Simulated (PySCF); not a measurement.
Assigning NMR signals

Molfile (atoms numbered from 1):
```
C5H9FOSi
     RDKit          3D

 17 16  0  0  0  0  0  0  0  0999 V2000
    3.4193    0.3798   -0.0828 C   0  0  0  0  0  0  0  0  0  0  0  0
    2.5042   -0.5566    0.3946 O   0  0  0  0  0  0  0  0  0  0  0  0
    0.9287   -0.3952    0.7488 Si  0  0  0  0  0  4  0  0  0  0  0  0
   -0.0735    0.0641   -0.7849 C   0  0  0  0  0  0  0  0  0  0  0  0
   -1.4062    0.1083   -0.8829 C   0  0  0  0  0  0  0  0  0  0  0  0
   -2.3024   -0.1776    0.2078 C   0  0  0  0  0  0  0  0  0  0  0  0
   -3.6236   -0.1263    0.0814 C   0  0  0  0  0  0  0  0  0  0  0  0
   -4.4454   -0.3966    1.1079 F   0  0  0  0  0  0  0  0  0  0  0  0
    4.3886   -0.1126   -0.1729 H   0  0  0  0  0  0  0  0  0  0  0  0
    3.5097    1.2230    0.6067 H   0  0  0  0  0  0  0  0  0  0  0  0
    3.1190    0.7611   -1.0624 H   0  0  0  0  0  0  0  0  0  0  0  0
    0.6884   -1.7511    1.2232 H   0  0  0  0  0  0  0  0  0  0  0  0
    0.7157    0.6428    1.7695 H   0  0  0  0  0  0  0  0  0  0  0  0
    0.4884    0.2941   -1.6842 H   0  0  0  0  0  0  0  0  0  0  0  0
   -1.8843    0.3706   -1.8207 H   0  0  0  0  0  0  0  0  0  0  0  0
   -1.8641   -0.4427    1.1575 H   0  0  0  0  0  0  0  0  0  0  0  0
   -4.1693    0.1270   -0.8165 H   0  0  0  0  0  0  0  0  0  0  0  0
  1  2  1  0
  2  3  1  0
  3  4  1  0
  4  5  2  0
  5  6  1  0
  6  7  2  0
  7  8  1  0
  1  9  1  0
  1 10  1  0
  1 11  1  0
  3 12  1  0
  3 13  1  0
  4 14  1  0
  5 15  1  0
  6 16  1  0
  7 17  1  0
M  END
```

Averaged over atoms made equivalent by symmetry, fast rotation or ring inversion, in vacuum, a single conformation, non-relativistic. NMR shieldings at PBE0/pcSseg-1/GIAO; GFN2-xTB geometry; PySCF 2.14.0 with density-fitted response routines.

Chemical shifts δ = σref − σ; 13C (186.93 ppm) and 1H (31.72 ppm) against TMS, all at this level.

(1) Assign these signals to the numbered atoms. 13C{1H} NMR (computed): δ 166.1, 146.8, 132.0, 120.7, 53.6.

(2) Assign these signals to the numbered atoms. 1H NMR (300 MHz, computed): δ 7.09 (m, 1H), 6.78 (m, 1H), 6.04 (m, 1H), 6.03 (m, 1H), 5.41 (d, 2H), 3.85 (s, 3H).

Answers

(1) 
```tsv
δ (ppm)	atoms	environment	reason
166.1	C7	alkene CH	–
146.8	C5	alkene CH	as expected for a trigonal carbon in a double bond
132.0	C4	alkene CH	–
120.7	C6	alkene CH	–
53.6	C1	methyl carbon bonded to O	pulled downfield by the heteroatom
```

(2) 
| δ (ppm) | atoms | environment | reason |
| --- | --- | --- | --- |
| 7.09 | H17 | hydrogen on an alkene CH | olefinic region |
| 6.78 | H15 | hydrogen on an alkene CH | – |
| 6.04 | H16 | hydrogen on an alkene CH | – |
| 6.03 | H14 | hydrogen on an alkene CH | – |
| 5.41 | H12/H13 | hydrogen on a silicon bonded to C, O | – |
| 3.85 | H9/H10/H11 | hydrogen on a methyl carbon bonded to O | its carbon carries O, an electronegative neighbour |

H16 and H14 lie closer than the usual error of such a calculation, so a measured spectrum could show them in the other order.

Splittings by 19F in the carbon and heteronuclear signals aren't shown, as no couplings were computed. Shifts are as computed. Against solution values, carbons near 30 ppm lie about +3 ppm off and those near 130 ppm about +5 ppm. Of 1211 compounds with measured shifts, 218 miss one by over three times the rms of a fit or turn the order of signals round; such compounds aren't used in these exercises. Multiplicities follow the n + 1 count of equivalent neighbours, as no J values were calculated; m marks all less simple cases, F and P coupling included.
